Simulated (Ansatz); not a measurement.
Consider the ligand exchange at the Si–N bond: `O[SiH2]N[SiH](F)F` + `N[SiH2][SiH3]` → `O[SiH2]N[SiH2][SiH3]` + `N[SiH](F)F`.

Isolated molecules relaxed with PBE0-D4/def2-TZVP in Ansatz; ΔE leaves out vibrations. CBS: MP2 limit from def2 TZ/QZ plus the TZ coupled-cluster correction, frozen cores. This one scheme is used for every species. DFT in def2-TZVPP. Each species was taken in one conformer, which may not be the lowest.

```json
{"level": "PBE-D4", "ΔE (kJ/mol)": "-4.4", "difference from CCSD(T)/CBS": "-0.4"}
{"level": "r2SCAN-D4", "ΔE (kJ/mol)": "-3.8", "difference from CCSD(T)/CBS": "0.2"}
{"level": "PBE0-D4", "ΔE (kJ/mol)": "-4.7", "difference from CCSD(T)/CBS": "-0.7"}
{"level": "ωB97X-V", "ΔE (kJ/mol)": "-3.5", "difference from CCSD(T)/CBS": "0.5"}
{"level": "ωB97M-V", "ΔE (kJ/mol)": "-4.4", "difference from CCSD(T)/CBS": "-0.4"}
{"level": "PBE", "ΔE (kJ/mol)": "-1.2", "difference from CCSD(T)/CBS": "2.8"}
{"level": "r2SCAN", "ΔE (kJ/mol)": "-2.8", "difference from CCSD(T)/CBS": "1.2"}
{"level": "PBE0", "ΔE (kJ/mol)": "-1.8", "difference from CCSD(T)/CBS": "2.2"}
{"level": "HF/def2-TZVPP", "ΔE (kJ/mol)": "2.2", "difference from CCSD(T)/CBS": "6.2"}
{"level": "SCS-MP2/def2-TZVPP", "ΔE (kJ/mol)": "-2.6", "difference from CCSD(T)/CBS": "1.4"}
{"level": "CCSD/def2-TZVPP", "ΔE (kJ/mol)": "-2.5", "difference from CCSD(T)/CBS": "1.5"}
{"level": "HF/def2-QZVPP", "ΔE (kJ/mol)": "2.3", "difference from CCSD(T)/CBS": "6.3"}
{"level": "MP2/def2-QZVPP", "ΔE (kJ/mol)": "-4.4", "difference from CCSD(T)/CBS": "-0.4"}
{"level": "HF/CBS(def2)", "ΔE (kJ/mol)": "2.3", "difference from CCSD(T)/CBS": "6.3"}
{"level": "MP2/CBS(def2)", "ΔE (kJ/mol)": "-4.7", "difference from CCSD(T)/CBS": "-0.7"}
{"level": "CCSD/CBS(def2)", "ΔE (kJ/mol)": "-3.1", "difference from CCSD(T)/CBS": "0.9"}
{"level": "CCSD(T)/CBS", "ΔE (kJ/mol)": "-4.0", "difference from CCSD(T)/CBS": "0"}
```

Largest T1 diagnostic among the species: 0.012.

In def2-TZVPP, CCSD(T) changes the Hartree–Fock value by −5.6 kJ/mol (the triples alone add −0.9 kJ/mol) and MP2 by −6.3 kJ/mol. The D4 term adds −5.2 kJ/mol with B3LYP and −3.0 kJ/mol with PBE0; it sums over pairs of atoms, weighted by their polarisabilities, and B3LYP, whose exchange is more repulsive, gets the larger term.

CCSD(T)/CBS has its own doubt, a few kJ/mol and more with outer-core shells, so smaller differences from it don't rank the levels.

B3LYP here is the variant with VWN-RPA as its local correlation; programs differ in this.
